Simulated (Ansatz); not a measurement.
Members of the series SiXY, Y = H; each row names its spin state. Gas-phase values, no solvent. One relaxed conformer stands for each flexible species; it need not be the lowest. Strings in code marks are SMILES.

Quantity: adiabatic spin-state energy, in kcal/mol. HF references are unrestricted for open shells and restricted for singlets. The restricted reference of `[SiH]Cl` is unstable towards unrestricted orbitals.

Case: `[SiH]Cl`: multiplicity 3 minus multiplicity 1. The other species in the difference include `[SiH]Cl` (neutral, multiplicity 1). Geometry of `[SiH]Cl` (neutral, multiplicity 3, Å):

```xyz
3

Si    -0.2605     0.5944     0.0000
Cl     1.6299    -0.1917     0.0000
H     -1.3694    -0.4027     0.0000
```

**Question.** Estimate the adiabatic spin-state energy that composite: frozen-core CCSD(T) with HF/cc-pVQZ and the correlation energy extrapolated as X^-3 from cc-pVTZ and cc-pVQZ, plus CCSDT(Q) minus CCSD(T) in cc-pVDZ // PBE0-D3(BJ)/def2-TZVP (Ansatz, a first-principles code) returns for this input.

**Answer.** 34.3 kcal/mol.
